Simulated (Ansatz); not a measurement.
Input file for Ansatz (a quantum-chemistry and plane-wave program): R-BLYP/def2-TZVPPD on HCl (SMILES Cl) with ghost functions. Files ending in .json are basis or fitting sets from the Basis Set Exchange.

Ansatz 0.2 input:
```yaml
crystal:
  periodic: [false, false, false]
  atoms:
    - {symbol: Cl, position_ang: [0.62551507, 1.13809305, -0.22468063]}
    - {symbol: H, position_ang: [1.11864222, -0.03363166, -0.05764518]}
basis:
  gaussian:
    orbitals: def2-TZVPPD.json
    ghost_atoms:
      - {symbol: Si, position_ang: [-0.17786572, -0.08132707, 3.25419089]}
      - {symbol: H, position_ang: [-0.31464732, 1.38828997, 3.33470284]}
      - {symbol: H, position_ang: [-1.15899545, -0.62873967, 2.29142898]}
      - {symbol: H, position_ang: [-0.41559670, -0.67769408, 4.58898788]}
      - {symbol: H, position_ang: [1.19066614, -0.43091569, 2.80763191]}
hamiltonian:
  xc: {name: BLYP}
scf: {lower_state_search: off}
```

Program output:

```
WARN ansatz: RAYON_NUM_THREADS=2 ignored (pool sized by the plan → 2); use --threads N
Functional definition: BLYP
these checks for a lower state are left out or cut short: stability, starts, cluster_reference, orbital_swaps, neighbouring_geometries, increment
integrals: 0.08 GiB planned
893 factors; their error is unknown
mean field: 0.61 GiB planned
mean field evaluation 1: about -12539.0613 eV, gradient 1.3e1 eV
mean field evaluation 2: about -12538.9450 eV, gradient 1.6e1 eV
mean field evaluation 4: about -12539.4505 eV, gradient 6.4e-1 eV
mean field evaluation 8: about -12539.4434 eV, gradient 2.7e-3 eV
mean field -12539.44338473 eV, -460.8160448487 hartree, gradient 2.0e-6 eV, S^2 0.000000; 0 other end points of the search recorded, 0 dependent functions left out
reference -12539.44367287 eV, -460.8160554376 hartree; 9, 9 occupied and 175, 175 virtual orbitals, 893 factors
Total energy: -12539.44367287 eV, -460.8160554376 hartree
Checks for a lower state left out: stability, starts, cluster_reference, orbital_swaps, neighbouring_geometries, increment
```

The calculation finished and met its thresholds.

Cost: about 1.6 core-seconds (a rough figure).
